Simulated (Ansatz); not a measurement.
Geometry optimisation, RKS PBE0-D4/STO-3G (Ansatz 0.2.0).

Input:

```yaml
crystal:
  periodic: [false, false, false]
  atoms:
    - { symbol: F, position_ang: [0.1963, -2.2407, -0.675] }
    - { symbol: C, position_ang: [0.2208, -0.9806, -0.2128] }
    - { symbol: "N", position_ang: [1.1972, -0.339, 0.2001] }
    - { symbol: Si, position_ang: [-0.479, 0.4852, 0.1988] }
    - { symbol: Cl, position_ang: [-0.426, 2.0103, -1.1499] }
    - { symbol: H, position_ang: [-0.74172, -1.48622, -0.2903] }
basis:
  gaussian: { orbitals: STO-3G }
hamiltonian:
  xc: pbe0
  dispersion: d4
relax:
  f_tol: 0.02
  max_steps: 50
output:
  orbitals: {}
```

Command:

```bash
$ ansatz run input.yaml --threads 1 --pin off --max-ram 2048MiB --backend cpu --events-out ev --progress --plain --runs-dir out
```

Where does it end, and by what steps?

It converged. Limits of this set-up: minimal basis. After 18 steps the energy has fallen by 6.965 eV; N3 moved furthest, 1.24 Å. Parted: C2–Si4.

| step | energy less start (eV) | largest force component (eV/Å) | accepted |
| --- | --- | --- | --- |
| 0 | 0.0000 | 7.605 | yes |
| 1 | -2.2979 | 5.217 | yes |
| 2 | -3.9313 | 6.286 | yes |
| 3 | -5.3530 | 4.163 | yes |
| 4 | -6.0691 | 2.917 | yes |
| 5 | -6.2706 | 4.225 | yes |
| 6 | -6.5122 | 3.237 | yes |
| 7 | -6.6499 | 2.847 | yes |
| 8 | -6.8775 | 0.942 | yes |
| 9 | -6.9004 | 1.226 | yes |
| 10 | -6.9234 | 1.152 | yes |
| 11 | -6.9433 | 0.796 | yes |
| 12 | -6.9111 | 0.798 | no |
| 13 | -6.9520 | 0.247 | yes |
| 14 | -6.9517 | 0.580 | no |
| 15 | -6.9620 | 0.125 | yes |
| 16 | -6.9613 | 0.350 | no |
| 17 | -6.9642 | 0.060 | yes |
| 18 | -6.9649 | 0.019 | yes |

```xyz
6
Properties=species:S:1:pos:R:3
F 1.024 -2.221 -0.740
C -0.060 -1.510 -0.314
N -0.014 -0.270 -0.031
Si 0.198 1.267 0.620
Cl -0.201 2.325 -1.209
H -0.980 -2.142 -0.254
```

The run took 48 s on 1 thread of Intel(R) Xeon(R) Platinum 8259CL CPU @ 2.50GHz (Skylake/Cascade Lake), with other jobs on the host, peak memory 0.18 GiB.
